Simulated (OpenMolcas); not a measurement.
Multiconfigurational calculation on Hf

Input:

```
&GATEWAY
Coord
1

Hf 0.0 0.0 0.0
Basis=ANO-R2
Group=XYZ
NoMove
AngMom=0.0 0.0 0.0
AMFI
&SEWARD
* reference wave functions (RASSCF and RASSI steps not shown): 4 electrons in 6 orbitals (5d 6s)
>>> COPY JOB001 $Project.JobIph
&CASPT2
XMultistate=19 1 2 3 4 5 6 7 8 9 10 11 12 13 14 15 16 17 18 19
Frozen=14 9
IPEA=0.5
Sig1=0.3
MaxIter=60
WThr=0.0 0.3 0.05
PrWF=0.5
NoMix
>>> COPY JOB002 $Project.JobIph
&CASPT2
XMultistate=10 1 2 3 4 5 6 7 8 9 10
Frozen=14 9
IPEA=0.5
Sig1=0.3
MaxIter=60
WThr=0.0 0.3 0.05
PrWF=0.5
NoMix
>>> COPY JOB003 $Project.JobIph
&CASPT2
XMultistate=14 1 2 3 4 5 6 7 8 9 10 11 12 13 14
Frozen=14 9
IPEA=0.5
Sig1=0.3
MaxIter=60
WThr=0.0 0.3 0.05
PrWF=0.5
NoMix
```

Launched by
```bash
OMP_NUM_THREADS=1 MOLCAS_MEM=2252 MOLCAS_PROJECT=a pymolcas a.inp > a.log  # once for each step of the input, in one work folder
```

Output, cut to the results:

```
--- CASPT2 ---
Orbital specifications:
      -----------------------

      Symmetry species                           1   2
                                                ag  au
      Frozen orbitals                           14   9
      Inactive orbitals                          1  10
      Active orbitals                            6   0
      Secondary orbitals                        21  20
      Deleted orbitals                           0   0
      Number of basis functions                 42  39
Type of calculation                        XMS-CASPT2
      Fock operator                              state-average
      IPEA shift                                 0.50
      Real shift                                 0.00
      Imaginary shift                            0.00
      Sigma^1 regularizer                        0.30
      The input orbitals will be transformed to quasi-canonical
      The input states will be rotated to diagonalize the Fock operator
Reference energy:      -15073.5835743209
      E2 (Non-variational):      -0.8192292040
      Shift correction:          -0.0033645516
      E2 (Variational):          -0.8225937556
      Total energy:          -15074.4061680765
      Residual norm:              0.0000006052
      Reference weight:           0.85621
      Contributions to the CASPT2 correlation energy
      Active & Virtual Only:         -0.0450980943
      One Inactive Excited:          -0.1107218653
      Two Inactive Excited:          -0.6634092443
Reference energy:      -15073.5835743209
      E2 (Non-variational):      -0.8227137997
      Shift correction:          -0.0035398686
      E2 (Variational):          -0.8262536683
      Total energy:          -15074.4098279892
      Residual norm:              0.0000007035
      Reference weight:           0.85378
      Contributions to the CASPT2 correlation energy
      Active & Virtual Only:         -0.0462179385
      One Inactive Excited:          -0.1124909748
      Two Inactive Excited:          -0.6640048865
::    XMS-CASPT2 Root  1     Total energy: -15074.41369226
::    XMS-CASPT2 Root  2     Total energy: -15074.41234558
::    XMS-CASPT2 Root  3     Total energy: -15074.40984397
::    XMS-CASPT2 Root  4     Total energy: -15074.40792393
::    XMS-CASPT2 Root  5     Total energy: -15074.40744057
::    XMS-CASPT2 Root  6     Total energy: -15074.40579323
::    XMS-CASPT2 Root  7     Total energy: -15074.40332872
::    XMS-CASPT2 Root  8     Total energy: -15074.38476590
::    XMS-CASPT2 Root  9     Total energy: -15074.38417456
::    XMS-CASPT2 Root 10     Total energy: -15074.38331065
::    XMS-CASPT2 Root 11     Total energy: -15074.29235112
::    XMS-CASPT2 Root 12     Total energy: -15074.29203983
::    XMS-CASPT2 Root 13     Total energy: -15074.29193914
::    XMS-CASPT2 Root 14     Total energy: -15074.29185463
::    XMS-CASPT2 Root 15     Total energy: -15074.29134901
::    XMS-CASPT2 Root 16     Total energy: -15074.29125182
::    XMS-CASPT2 Root 17     Total energy: -15074.29095043
::    XMS-CASPT2 Root 18     Total energy: -15074.29069305
::    XMS-CASPT2 Root 19     Total energy: -15074.29020278
--- CASPT2 ---
Orbital specifications:
      -----------------------

      Symmetry species                           1   2
                                                ag  au
      Frozen orbitals                           14   9
      Inactive orbitals                          1  10
      Active orbitals                            6   0
      Secondary orbitals                        21  20
      Deleted orbitals                           0   0
      Number of basis functions                 42  39
Type of calculation                        XMS-CASPT2
      Fock operator                              state-average
      IPEA shift                                 0.50
      Real shift                                 0.00
      Imaginary shift                            0.00
      Sigma^1 regularizer                        0.30
      The input orbitals will be transformed to quasi-canonical
      The input states will be rotated to diagonalize the Fock operator
Reference energy:      -15073.5448602125
      E2 (Non-variational):      -0.7978446346
      Shift correction:          -0.0009659239
      E2 (Variational):          -0.7988105586
      Total energy:          -15074.3436707711
      Residual norm:              0.0000000820
      Reference weight:           0.87674
      Contributions to the CASPT2 correlation energy
      Active & Virtual Only:         -0.0282858352
      One Inactive Excited:          -0.1190004818
      Two Inactive Excited:          -0.6505583176
Reference energy:      -15073.5448602125
      E2 (Non-variational):      -0.7993931864
      Shift correction:          -0.0010199954
      E2 (Variational):          -0.8004131818
      Total energy:          -15074.3452733943
      Residual norm:              0.0000000967
      Reference weight:           0.87607
      Contributions to the CASPT2 correlation energy
      Active & Virtual Only:         -0.0297121448
      One Inactive Excited:          -0.1187472081
      Two Inactive Excited:          -0.6509338334
::    XMS-CASPT2 Root  1     Total energy: -15074.34338129
::    XMS-CASPT2 Root  2     Total energy: -15074.34314277
::    XMS-CASPT2 Root  3     Total energy: -15074.34288162
::    XMS-CASPT2 Root  4     Total energy: -15074.34273880
::    XMS-CASPT2 Root  5     Total energy: -15074.34244724
::    XMS-CASPT2 Root  6     Total energy: -15074.34210019
::    XMS-CASPT2 Root  7     Total energy: -15074.34181174
::    XMS-CASPT2 Root  8     Total energy: -15074.31486907
::    XMS-CASPT2 Root  9     Total energy: -15074.31431400
::    XMS-CASPT2 Root 10     Total energy: -15074.31363997
--- CASPT2 ---
Orbital specifications:
      -----------------------

      Symmetry species                           1   2
                                                ag  au
      Frozen orbitals                           14   9
...
```

In XMS-CASPT2 the single-state energies belong to rotated reference states; over a whole degenerate manifold the rotation is arbitrary, and only the multistate roots count.

Levels above the lowest, from the spin-orbit matrix with the multistate effective Hamiltonian, averaged by term, added to it:

```
Configuration  Term  J  E (cm-1)  Measured (cm-1)  Term weight %  Second
      5d2 6s2    3F  2       0.0              0.0             95    5 1D
      5d2 6s2    3F  3      2130             2357            100        
      5d2 6s2    3F  4      4300             4568             98        
      5d2 6s2    3P  0      6690             5522            100        
      5d2 6s2    1D  2      6700                              48   48 3P
      5d2 6s2    3P  1      7240             6573            100        
      5d2 6s2    3P  2     10020                              51   47 1D
      5d2 6s2    1G  4     12400            10533             98        
       5d3 6s    5F  1     14690                             100        
       5d3 6s    5F  2     15300                             100        
       5d3 6s    5F  3     16190                             100        
       5d3 6s    5F  4     17310                              99
```

Against the 5 measured excited levels shown (NIST Handbook of Basic Atomic Spectroscopic Data) the mean absolute deviation is 840 cm-1; the largest miss in energy is 5d2 6s2 1G4: computed 12400, measured 10533 cm-1 (+17.7 %).

CASPT2 breaks the degeneracy within a term, and the mean is taken; among the terms shown or strongly mixed into the levels shown the widest spread is 2300 cm-1 (5d2 6s2 3F). Terms from blocks run as CI alone lack orbitals of their own. A single d shell beside an s shell can misplace configurations of different d count against each other. The CASPT2 spread within a term exceeds the gap to the next term for 5d2 6s2 3P and 5d2 6s2 1D, so the order of their levels is uncertain, and so are names and mixing where such terms share a J. Some terms miss by over 15 % even with CASPT2, which points to a basis or an active space too small for the shells correlated. Measured partners are found by configuration, term and J. A level has none where our copy of the source lacks it or the pairing is in doubt (some pairs that miss far off the trend of their configuration count as doubtful), and it then counts in no deviation. Only configurations of the active space appear. The first state left out of the spin-orbit step lies near 22000 cm-1 above the lowest spin-free state of the reference (among the parities and spins computed), and the list stops at four fifths of that energy or lower.

The CASPT2 steps took 14 s on 1 thread of Arm Neoverse V1, on a shared host; the integral step is not counted.

The term weight is that of the spin-free term in the level, not the purity of its configuration.
